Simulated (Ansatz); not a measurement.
The lowest singlet and triplet of C7H6 (SMILES [CH]c1ccccc1); geometries from B3LYP-D3(BJ)/def2-TZVP, each state relaxed from the structure named, with no frequency check.
Singlet (charge 0, multiplicity 1):
```xyz
13

C      2.4511    -0.3034    -0.1703
C      1.0365    -0.0998    -0.0710
C      0.2040    -1.2433    -0.0577
C     -1.1709    -1.1266     0.0359
C     -1.7468     0.1396     0.1187
C     -0.9577     1.2904     0.1085
C      0.4157     1.1709     0.0148
H      2.9238     0.6980    -0.1653
H      0.6880    -2.2086    -0.1238
H     -1.7992    -2.0075     0.0453
H     -2.8234     0.2330     0.1921
H     -1.4238     2.2649     0.1736
H      1.0434     2.0535     0.0055
```

A positive gap puts the triplet lower; no zero-point energy. R- takes a restricted singlet. U- takes an unrestricted singlet (broken symmetry where lower, unprojected). The triplet is unrestricted in single-reference levels. Active spaces average the two states.

Cores are frozen in the correlated methods.

Programs: Ansatz (a quantum-chemistry and plane-wave program) with Gaussian orbitals. 

```json
[
 {"level": "R-SVWN5/def2-TZVPP", "gap E(singlet) − E(triplet), vertical, at the singlet's geometry (kcal/mol)": "-3.87"},
 {"level": "R-PBE/def2-TZVPP", "gap E(singlet) − E(triplet), vertical, at the singlet's geometry (kcal/mol)": "-2.03"},
 {"level": "U-r2SCAN/def2-TZVPP (spin-contaminated)", "gap E(singlet) − E(triplet), vertical, at the singlet's geometry (kcal/mol)": "-1.71"},
 {"level": "R-B3LYP/def2-TZVPP", "gap E(singlet) − E(triplet), vertical, at the singlet's geometry (kcal/mol)": "-5.35"},
 {"level": "R-BHLYP/def2-TZVPP", "gap E(singlet) − E(triplet), vertical, at the singlet's geometry (kcal/mol)": "-2.97"},
 {"level": "R-wB97X-V/def2-TZVPP", "gap E(singlet) − E(triplet), vertical, at the singlet's geometry (kcal/mol)": "-6.27"},
 {"level": "U-wB97M-V/def2-TZVPP", "gap E(singlet) − E(triplet), vertical, at the singlet's geometry (kcal/mol)": "-7.73"},
 {"level": "R-B2PLYP/def2-TZVPP", "gap E(singlet) − E(triplet), vertical, at the singlet's geometry (kcal/mol)": "-7.01"},
 {"level": "FIC-MRCISD+Q on SA-CASSCF(8,8)/cc-pVDZ", "gap E(singlet) − E(triplet), vertical, at the singlet's geometry (kcal/mol)": "(withheld)"}
]
```

Task: Complete the blanks.

Result: 
- FIC-MRCISD+Q on SA-CASSCF(8,8)/cc-pVDZ, gap E(singlet) − E(triplet), vertical, at the singlet's geometry (kcal/mol): -1.63

Doubts at one or more of the structures used: a restricted determinant that unrestricted orbitals would lower (R-SVWN5/def2-TZVPP, R-PBE/def2-TZVPP, R-B3LYP/def2-TZVPP, R-BHLYP/def2-TZVPP, R-wB97X-V/def2-TZVPP, R-B2PLYP/def2-TZVPP).
